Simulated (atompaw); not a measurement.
Scattering properties, PAW (atompaw) potential for Cl (Z = 17)

```json
{
 "Element": "chlorine (Cl)",
 "Generator": "atompaw 4.2.0.5",
 "Type": "PAW",
 "Functional": "PBEsol",
 "Relativity": "scalar-relativistic",
 "Frozen core": "[Ne]",
 "Valence charge": "7",
 "Reference configuration": "3s2 3p5",
 "Partial waves": "3s (bound): rc 1.30 bohr; 3s channel at 0.8 Ry: rc 1.55 bohr; 3p (bound): rc 1.55 bohr; 3p channel at -0.1 Ry: rc 1.55 bohr",
 "Local potential": "bessel scheme, radius 1.45 bohr",
 "Core correction": "smooth core density matched at 1.45 bohr",
 "Augmentation charge": "gaussian compensation charge, radius 1.55 bohr; PAW radius 1.55 bohr; waves and projectors: custom polynom2 7 10 vanderbiltortho"
}
```

The phase is arctan(r·u′/u) with u = r·R(r), unwrapped; energies in Ry, scanned from -4 to 5 Ry. A pole is an energy at which the radial function vanishes at the test radius. The pseudo phase is shifted by a multiple of π to meet the all-electron one at the reference energy, and phase errors are pseudo minus all-electron; the curves can meet again beyond the range given. Levels narrower than the energy grid can be missing from the lists of poles.

```csv
channel,radius (bohr),reference energy (Ry),"poles, all-electron","poles, pseudo",unbroken range about the reference energy with phases within 0.05 rad,phase error 1 Ry above the reference energy (rad)
s,1.55,-1.52,2.63,2.63,the whole range,-0.000
p,1.55,-0.63,3.91,3.90,the whole range,-0.000
```

Phases in the s channel:

| E (Ry) | all-electron | pseudo |
| --- | --- | --- |
| -4.00 | 0.980 | 0.979 |
| -3.76 | 0.928 | 0.927 |
| -3.52 | 0.864 | 0.863 |
| -3.28 | 0.784 | 0.783 |
| -3.04 | 0.682 | 0.682 |
| -2.80 | 0.552 | 0.552 |
| -2.56 | 0.387 | 0.386 |
| -2.32 | 0.181 | 0.181 |
| -2.08 | -0.058 | -0.058 |
| -1.84 | -0.309 | -0.309 |
| -1.60 | -0.544 | -0.544 |
| -1.36 | -0.742 | -0.742 |
| -1.12 | -0.900 | -0.900 |
| -0.88 | -1.024 | -1.024 |
| -0.64 | -1.122 | -1.122 |
| -0.40 | -1.199 | -1.199 |
| -0.16 | -1.262 | -1.262 |
| 0.08 | -1.313 | -1.313 |
| 0.32 | -1.355 | -1.355 |
| 0.56 | -1.391 | -1.391 |
| 0.80 | -1.423 | -1.423 |
| 1.04 | -1.450 | -1.450 |
| 1.28 | -1.473 | -1.473 |
| 1.52 | -1.495 | -1.495 |
| 1.76 | -1.514 | -1.514 |
| 2.00 | -1.531 | -1.531 |
| 2.24 | -1.547 | -1.547 |
| 2.48 | -1.562 | -1.562 |
| 2.72 | -1.576 | -1.576 |
| 2.96 | -1.589 | -1.589 |
| 3.20 | -1.601 | -1.601 |
| 3.44 | -1.613 | -1.613 |
| 3.68 | -1.624 | -1.625 |
| 3.92 | -1.635 | -1.636 |
| 4.16 | -1.645 | -1.647 |
| 4.40 | -1.656 | -1.658 |
| 4.64 | -1.666 | -1.669 |
| 4.88 | -1.676 | -1.680 |
